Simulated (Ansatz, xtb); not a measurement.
CH2FSSn: which of two structures lies lower

Structure I: a doublet given by its coordinates. Structure II: a doublet given by its coordinates. Both are isolated molecules in the gas phase, relaxed with PBE-D3(BJ)/def2-SVP.

I (Å):

```json
{"atom": "C", "x (Å)": "0.0078", "y (Å)": "1.7394", "z (Å)": "0.6355"}
{"atom": "F", "x (Å)": "1.9390", "y (Å)": "-0.4023", "z (Å)": "1.4346"}
{"atom": "S", "x (Å)": "-0.8497", "y (Å)": "0.4552", "z (Å)": "-0.0563"}
{"atom": "Sn", "x (Å)": "0.6129", "y (Å)": "-1.5639", "z (Å)": "0.4892"}
{"atom": "H", "x (Å)": "0.9599", "y (Å)": "1.5538", "z (Å)": "1.1606"}
{"atom": "H", "x (Å)": "-0.4118", "y (Å)": "2.7531", "z (Å)": "0.5450"}
```

Close contacts (Å): C1–S3 1.69, F2–Sn4 2.00, S3–Sn4 2.55, C1–H5 1.10, C1–H6 1.10.

II (Å):

```yaml
atoms:
  - { symbol: C, position_ang: [1.2726, 0.6276, 0.6844] }
  - { symbol: F, position_ang: [-1.4743, 2.0962, 0.5039] }
  - { symbol: S, position_ang: [0.6650, -0.1658, 2.0904] }
  - { symbol: Sn, position_ang: [-1.2255, 0.1305, 0.3008] }
  - { symbol: H, position_ang: [0.9680, 1.6695, 0.4643] }
  - { symbol: H, position_ang: [2.1814, 0.2492, 0.1842] }
```

Close contacts (Å): C1–S3 1.72, C1–Sn4 2.58, F2–Sn4 1.99, S3–Sn4 2.62, C1–H5 1.11, C1–H6 1.10.

**Question.** Which of the two would you expect CCSD(T)/def2-SVP + ΔMP2/def2-TZVPP electronic energies to favour?

**Answer.** Too close to call at this level: CCSD(T)/def2-SVP + ΔMP2/def2-TZVPP gives E(II) − E(I) = −0.042 eV.

The same difference at several levels:

| level | geometry | E(II) − E(I) (eV) | departure from the last row (eV) | job, with rough time for the two |
| --- | --- | --- | --- | --- |
| GFN2-xTB | GFN2-xTB | −0.018 | +0.025 | optimisation, 0.61 s |
| HF/STO-3G | GFN2-xTB | +0.438 | +0.480 | single point, 21 s |
| r2SCAN-D4/def2-SVP | GFN2-xTB | +0.240 | +0.283 | single point, 19 s |
| PBE-D3(BJ)/def2-SVP | PBE-D3(BJ)/def2-SVP | +0.142 | +0.184 | optimisation, 3.1 min |
| HF/def2-SVP | PBE-D3(BJ)/def2-SVP | +0.309 | +0.352 | part of the CCSD(T) run |
| MP2/def2-SVP | PBE-D3(BJ)/def2-SVP | +0.033 | +0.076 | part of the CCSD(T) run |
| CCSD(T)/def2-SVP | PBE-D3(BJ)/def2-SVP | +0.086 | +0.129 | single point |
| CCSD(T)/def2-SVP + ΔMP2/def2-TZVPP | PBE-D3(BJ)/def2-SVP | −0.042 |  | single point, 4.4 min |

The largest departure from CCSD(T)/def2-SVP + ΔMP2/def2-TZVPP is that of HF/STO-3G, 0.480 eV. The last row adds to CCSD(T) the change of the MP2 difference between the two basis sets, here −0.129 eV.

With harmonic frequencies from PBE-D3(BJ)/def2-SVP (ideal gas, rigid rotor, one conformer each, 298.15 K, 1 atm): the zero-point term adds +0.007 eV; ΔH is −0.038 and ΔG −0.034 eV.

Open shells are spin-unrestricted, with notable spin contamination under HF/STO-3G. The correlated steps freeze 11 core orbitals; the filled d shell of Sn is correlated, in a basis made for valence electrons. Atoms past krypton carry core potentials in the def2 sets, other sets are all-electron and non-relativistic, and no spin–orbit term is included. Mirror images aren't counted in ΔG. Programs: Ansatz 0.2.0, xtb 6.7.1; the last row on 1 thread of AMD EPYC (Zen 3) on a shared host.
